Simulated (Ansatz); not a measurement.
The same path of CH3F3Ge + H2 (10 atoms, charge 0, multiplicity 1) was run 3 times with different band settings. Lost on the way: Ge1–C2, H6–H7. Made: Ge1–H7, C2–H6.

Level of theory: RKS B3LYP/def2-SVP in Ansatz.

Relaxed end points:

```xyz
10
Properties=species:S:1:pos:R:3
Ge -1.113 0.151 -0.046
C 0.109 -0.877 -1.122
F -2.177 1.144 -0.973
F -2.137 -0.817 0.950
F -0.317 1.236 1.043
H 2.673 1.147 2.169
H 1.948 1.223 1.949
H 0.563 -1.662 -0.502
H -0.442 -1.333 -1.956
H 0.892 -0.212 -1.512
```

```xyz
10
Properties=species:S:1:pos:R:3
Ge -0.919 1.284 0.936
C 1.003 -1.250 -0.948
F -1.711 0.968 -0.561
F -0.920 -0.194 1.822
F -1.945 2.362 1.801
H 0.725 -1.433 0.101
H 0.479 1.849 0.750
H 1.139 -2.215 -1.457
H 0.203 -0.687 -1.450
H 1.945 -0.683 -0.993
```

Common settings: optimiser quadratic models (default); start path through a guess of the saddle point; force threshold 0.05 eV/Å; iteration limit 60; end points relaxed.

| run | movable images | climbing image | spring |
| --- | --- | --- | --- |
| 1 | 7 | yes | 5.0 eV/Å² |
| 2 | 2 | no | 5.0 eV/Å² |
| 3 | 7 | yes | 0.5 eV/Å² |

Question: What does each run give, and how far can it be trusted?

Answer: Run 1: converged after 24 iterations, highest image 3.338 eV above the first end. Neighbouring images differ by up to 3.1 eV, so the band resolves the path poorly. A vibrational analysis at the climbing image gives one clearly imaginary mode, 1818i cm⁻¹: a first-order saddle point.
Run 2: converged after 10 iterations, highest image 0.201 eV above the first end. No image climbed, so the highest image needn't sit at the top of the path. A band with more images between the same ends climbed to 3.34 eV, so this one has probably stepped over the top. So few images can step over the top or miss a turn of the path.
Run 3: converged after 22 iterations, highest image 3.338 eV above the first end. Neighbouring images differ by up to 3.2 eV, so the band resolves the path poorly. Another band between the same ends (7 images) ends at a top of the same energy, where a vibrational analysis finds 1 clearly imaginary mode.
The orbitals stay closed-shell, which can raise the energy where a bond breaks towards radicals; this wasn't checked here.
